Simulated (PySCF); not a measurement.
Pt³⁺ (platinum, charge +3) across methods

[Xe] 4f14 5d7, high-spin 4F determinant. All numbers are calculated (PySCF 2.14, a scalar-relativistic core potential, in aug-cc-pVTZ-PP with one added diffuse shell each of s, p, d, f, g type with ECP60MDF (7s7p6d4f3g, 113 functions)).

```tsv
method	E (hartree)	mean ε 5p β (eV)	mean ε 5d α (eV)	mean ε 5d β (eV)	Σ⟨r²⟩ (bohr²)	⟨S²⟩
M06	-117.2087	-92.606	-41.525	-39.697	28.22	3.752
UHF	-116.54824	-100.66	-46.503	-43.825	28.13	3.754
PBEsol	-117.0578	-89.468	-39.718	-37.714	28.44	3.751
TPSSh	-117.1877	-91.008	-40.448	-38.621	28.29	3.752
PBE0	-117.2068	-92.675	-41.678	-39.597	28.27	3.752
LDA	-116.9528	-89.623	-39.849	-37.847	28.58	3.751
PBE	-117.2233	-89.579	-39.756	-37.828	28.39	3.751
r2SCAN	-117.2550	-90.689	-40.224	-37.963	28.21	3.753
```

Energies and moments cover only the electrons outside the core potential. Spin-orbit coupling, absent here, splits the open shell strongly.
